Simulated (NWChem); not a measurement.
System: C3H7NSi; SMILES C#C[C@H](N)[SiH3]

NWChem input:

```
start job
memory heap 200 mb stack 900 mb global 1100 mb
geometry units angstroms noautoz
  C     -0.847351    -2.364588     0.112618
  C     -0.261577    -1.328022    -0.177771
  C      0.454337    -0.078508    -0.439653
  N      1.760345     0.067220     0.226955
  Si    -0.613538     1.447553     0.053271
  H     -1.364839    -3.281423     0.356770
  H      0.610384     0.028627    -1.537630
  H      2.389846    -0.687218    -0.081292
  H      1.634831    -0.081908     1.237639
  H      0.039187     2.698977    -0.461728
  H     -0.689440     1.495055     1.555075
  H     -1.999586     1.324498    -0.516084
end
basis spherical
  C library 6-31g*
  N library 6-31g*
  Si library 6-31g*
  H library 6-31g*
end
dft
  xc xwpbe 1.00 cpbe96 1.0 hfexch 1.00
  cam 0.1 cam_alpha 0.0 cam_beta 1.0
  iterations 150
  vectors input atomic output neutral.movecs
end
task dft energy
charge 1
dft
  odft
  mult 2
  vectors input atomic output cation.movecs
end
task dft energy
```

Output (shortened):

```
             Northwest Computational Chemistry Package (NWChem) 7.3.0
             --------------------------------------------------------

 C1  symmetry detected

                             Geometry "geometry" -> ""
                             -------------------------

 Output coordinates in angstroms (scale by  1.889725989 to convert to a.u.)

  No.       Tag          Charge          X              Y              Z
 ---- ---------------- ---------- -------------- -------------- --------------
    1 C                    6.0000    -0.75186846    -2.38888063     0.16113435
    2 C                    6.0000    -0.21918606    -1.33144475    -0.15510108
    3 C                    6.0000     0.43519734    -0.05546510    -0.44845846
    4 N                    7.0000     1.75205105     0.15216238     0.17927309
    5 Si                  14.0000    -0.68242439     1.42894331     0.06109686
    6 H                    1.0000    -1.22275536    -3.32427709     0.42813516
    7 H                    1.0000     0.55558260     0.04704622    -1.55135505
    8 H                    1.0000     2.40419628    -0.57803853    -0.14006629
    9 H                    1.0000     1.66149163     0.00810562     1.19441925
   10 H                    1.0000    -0.09835104     2.70159122    -0.48347778
   11 H                    1.0000    -0.71799387     1.48840749     1.56397132
   12 H                    1.0000    -2.07744311     1.24156496    -0.46734313

 Effective nuclear repulsion energy (a.u.)     201.4949291843

  pbe96 is a nonlocal functional; adding pw91lda local functional.

                                 NWChem DFT Module
                                 -----------------

 Summary of "ao basis" -> "ao basis" (spherical)
 ------------------------------------------------------------------------------
       Tag                 Description            Shells   Functions and Types
 ---------------- ------------------------------  ------  ---------------------
 C                           6-31g*                  6       14   3s2p1d
 N                           6-31g*                  6       14   3s2p1d
 Si                          6-31g*                  8       18   4s3p1d
 H                           6-31g*                  2        2   2s

            General Information
            -------------------
          SCF calculation type: DFT
          Wavefunction type:  closed shell.
          No. of atoms     :    12
          No. of electrons :    46
           Alpha electrons :    23
            Beta electrons :    23
          Charge           :     0
          Spin multiplicity:     1
          Use of symmetry is: off; symmetry adaption is: off
          Maximum number of iterations: 150
          AO basis - number of functions:    88
                     number of shells:    46
          Convergence on energy requested:  1.00D-06
          Convergence on density requested:  1.00D-05
          Convergence on gradient requested:  5.00D-04

              XC Information
              --------------
                     Hartree-Fock (Exact) Exchange  1.000
                     LC-wPBE(h)Exchange Functional  1.000
            Perdew 1991 LDA Correlation Functional  1.000 local
           PerdewBurkeErnz. Correlation Functional  1.000 non-local

           Range-Separation Parameters
           ---------------------------
           Alpha           :  0.00
           Beta            :  1.00
           Gamma           :  0.10
           Short-Range HF  :     F

             Grid Information
             ----------------
          Grid used for XC integration:  medium
          Radial quadrature: Mura-Knowles
          Angular quadrature: Lebedev.
          Tag              B.-S. Rad. Rad. Pts. Rad. Cut. Ang. Pts.
          ---              ---------- --------- --------- ---------
          C                   0.70       49          12.0       434
          N                   0.65       49          11.0       434
          Si                  1.10       88          11.0       590
          H                   0.35       45          13.0       434
          Grid pruning is: on
          Number of quadrature shells:   599
          Spatial weights used:  Erf1

      Superposition of Atomic Density Guess
      -------------------------------------

 Sum of atomic energies:        -459.57943599

      Non-variational initial energy
      ------------------------------

 Total energy =    -462.066236
 1-e energy   =   -1029.420693
 2-e energy   =     365.859528
 HOMO         =      -0.277938
 LUMO         =       0.048088

   convergence    iter        energy       DeltaE   RMS-Dens  Diis-err
 ---------------- ----- ----------------- --------- --------- ---------
 d= 0,ls=0.0,diis     1   -462.2252332539 -6.64D+02  1.07D-02  5.47D-01
 d= 0,ls=0.0,diis     2   -462.2574933909 -3.23D-02  5.39D-03  2.56D-01
 d= 0,ls=0.0,diis     3   -462.2702668019 -1.28D-02  3.01D-03  1.37D-01
 d= 0,ls=0.0,diis     4   -462.2843042203 -1.40D-02  9.05D-04  1.99D-02
 d= 0,ls=0.0,diis     5   -462.2866921169 -2.39D-03  1.72D-04  3.88D-04
  Resetting Diis
 d= 0,ls=0.0,diis     6   -462.2867316348 -3.95D-05  6.36D-05  4.17D-05
 d= 0,ls=0.0,diis     7   -462.2867366009 -4.97D-06  3.08D-05  2.87D-06
 d= 0,ls=0.0,diis     8   -462.2867363545  2.46D-07  1.74D-05  5.18D-06
 d= 0,ls=0.0,diis     9   -462.2867369594 -6.05D-07  3.17D-06  9.55D-08

         Total DFT energy =     -462.286736959446
      One electron energy =    -1033.733041777452
           Coulomb energy =      416.199746595294
    Exchange-Corr. energy =      -46.248370961585
 Nuclear repulsion energy =      201.494929184296

 Numeric. integr. density =       45.999996461843

                       DFT Final Molecular Orbital Analysis
                       ------------------------------------

[...]
```

Level: LC-wPBE (HJS exchange hole, range parameter 0.1 per bohr)/6-31G* (spherical d), vertical spin-unrestricted ions. Geometry: optimised at PBE-D3(BJ)/def2-SVP. No frequency run checked for a minimum.
